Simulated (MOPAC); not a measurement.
MOPAC input (PM3):

```
PM3 FORCE THERMO(298,298) PRECISE LET CHARGE=1 GEO-OK AUX(PRECISION=9) THREADS=1
CH3Cd

Cd   -0.24195419 1   -0.14433793 1   -0.19700206 1
C     1.22916294 1    0.73325788 1    1.00079922 1
H     1.78008294 1   -0.02719479 1    1.55362195 1
H     0.78201561 1    1.41965557 1    1.71936237 1
H     1.93881699 1    1.29256402 1    0.39171710 1
```

Question: Which zero-point energy does it print?

Answer: 22.08 kcal/mol, from the harmonic wavenumbers of PM3.
